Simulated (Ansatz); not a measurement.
Born–Oppenheimer molecular dynamics of CH7BN2 (11 atoms, charge 0, multiplicity 1). It starts from a relaxed structure.

Level of theory: Ansatz 0.2.0, RKS B3LYP/6-31G*.

* ensemble: NVT, Langevin thermostat
* time step: 0.25 fs
* steps asked: 300
* set temperature: 1000 K
* friction: 0.001 /fs
* seed: 819165

First frame:

```xyz
11
Properties=species:S:1:pos:R:3
B 0.042 -0.011 0.017
N 0.029 -0.142 1.435
H -0.827 -0.168 1.967
H 0.857 -0.224 2.007
N 1.273 0.017 -0.693
H 2.184 -0.052 -0.262
H 1.312 0.103 -1.697
C -1.337 0.100 -0.773
H -1.932 -0.817 -0.666
H -1.957 0.921 -0.387
H -1.204 0.274 -1.848
```

(1) How far do the bonds stretch over the last three quarters of this one trajectory? (Pairs bonded in most of those frames.)

Results:

(1) 
| bond | mean (Å) | spread (Å) | shortest | longest |
| --- | --- | --- | --- | --- |
| B1–N2 | 1.441 | 0.040 | 1.37 | 1.51 |
| B1–N5 | 1.429 | 0.030 | 1.38 | 1.48 |
| B1–C8 | 1.600 | 0.029 | 1.56 | 1.66 |
| N2–H3 | 1.013 | 0.017 | 0.98 | 1.05 |
| N2–H4 | 1.017 | 0.037 | 0.96 | 1.07 |
| N5–H6 | 1.022 | 0.052 | 0.94 | 1.10 |
| N5–H7 | 1.011 | 0.015 | 0.98 | 1.04 |
| C8–H9 | 1.103 | 0.018 | 1.07 | 1.14 |
| C8–H10 | 1.103 | 0.025 | 1.05 | 1.15 |
| C8–H11 | 1.100 | 0.018 | 1.06 | 1.13 |

Mean temperature of the second half: 553 K. The mean temperature of the second half is 45 % below the set value. A run of 0.075 ps of so small a system gives no equilibrium averages.

Run time: 13 min on 1 thread of Arm Neoverse V1 (shared host), peak memory 0.14 GiB.
